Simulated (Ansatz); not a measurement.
Molecule: sum formula SiN₂H₆, charge 0, multiplicity 1. 
Coordinates optimised at B3LYP-D3(BJ)/def2-TZVP (Ansatz, a quantum-chemistry and plane-wave program):
```
Si
N 1 1.7222
H 2 1.0078 1 121.50
H 2 1.0078 3 111.19 1 -153.60
N 1 1.7222 2 121.59 3 -75.85
H 5 1.0078 1 121.50 2 -75.85
H 5 1.0078 6 111.19 1 -153.60
H 1 1.4789 2 105.40 3 164.81
H 1 1.4789 8 114.36 5 -115.20
```
Charge 0, spin multiplicity 1.

Parts of the frozen-core correlation energy in 6-31G (Ansatz, hartree). Frozen orbitals: 7; correlated occupied orbitals by spin: 10 and 10; virtual: 26 and 26. Spin-orbit coupling is left out. Non-relativistic.

```csv
term,value
reference (HF),-401.25644
MP2 opposite-spin,-0.21559
MP2 same-spin,-0.05962
CCSD correlation,-0.30400
(T),-0.00527
T1 diagnostic,0.012
largest doubles amplitude,0.026
```
